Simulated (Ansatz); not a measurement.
Species: sum formula Si₂H₃Cl₂, net charge 0, doublet state. It need not be the lowest isomer of its formula. SMILES: Cl[Si](Cl)[SiH3]
Coordinates optimised at B3LYP-D3(BJ)/def2-TZVP (Ansatz, a first-principles code):
```xyz
7

Si    -2.1312    -0.1421     0.0656
Si     0.1286     0.0627    -0.5894
Cl     1.1597    -1.6247     0.0447
Cl     0.9461     1.7222     0.3542
H     -2.2269    -0.2843     1.5373
H     -2.8450     1.0748    -0.3812
H     -2.6910    -1.3371    -0.6042
```
Charge 0, spin multiplicity 2.

Quantity: atomisation energy (electronic, to ground-state atoms), in kcal/mol. Cores are frozen in the correlated levels unless marked. UHF or UKS for open shells. No spin-orbit coupling. No relativistic terms. The coupled-cluster limit lacks core correlation, which all-electron functionals hold. CBS marks a two-point X^-3 extrapolation of the correlation energy; Hartree-Fock from the larger set (for Q and 5 zeta extrapolated as (X+1)exp(-9√X)).

```csv
level,program,atomisation energy (kcal/mol),minus last row
HF/STO-3G,Ansatz,491.7,15.7
HF/6-31G*,Ansatz,345.0,-131.0
"HF/CBS(cc-pV(Q+d)Z,cc-pV(5+d)Z)",Ansatz,359.9,-116.1
BLYP-D4/def2-TZVPD,Ansatz + dftd4,467.1,-8.9
revPBE/def2-TZVPD,Ansatz,456.4,-19.6
r2SCAN-D4/def2-TZVPD,Ansatz + dftd4,480.8,4.8
B97M-V/def2-TZVPD,Ansatz,482.6,6.6
PBE0/STO-3G,Ansatz,623.1,147.1
PBE0/6-31G*,Ansatz,459.2,-16.8
PBE0-D4/def2-TZVPD,Ansatz + dftd4,474.2,-1.8
r2SCANh-D4/def2-TZVPD,Ansatz + dftd4,478.4,2.4
HSE06-D4/def2-TZVPD,Ansatz + dftd4,474.5,-1.5
LC-wPBE-D4/def2-TZVPD,Ansatz + dftd4,472.7,-3.3
MP2/cc-pV(Q+d)Z,Ansatz,473.8,-2.2
"RI-MP2/CBS(aug-cc-pV(T+d)Z,aug-cc-pV(Q+d)Z)",Ansatz,481.3,5.3
CCSD/aug-cc-pV(Q+d)Z,Ansatz,461.9,-14.1
CCSD/cc-pV(Q+d)Z,Ansatz,460.3,-15.7
CCSD/cc-pV(5+d)Z,Ansatz,463.8,-12.2
"CCSD/CBS(cc-pV(T+d)Z,cc-pV(Q+d)Z)",Ansatz,467.5,-8.5
CCSD(T)/cc-pV(T+d)Z,Ansatz,456.4,-19.6
"CCSD(T)/CBS(cc-pV(Q+d)Z,cc-pV(5+d)Z)",Ansatz,476.0,0.0
```
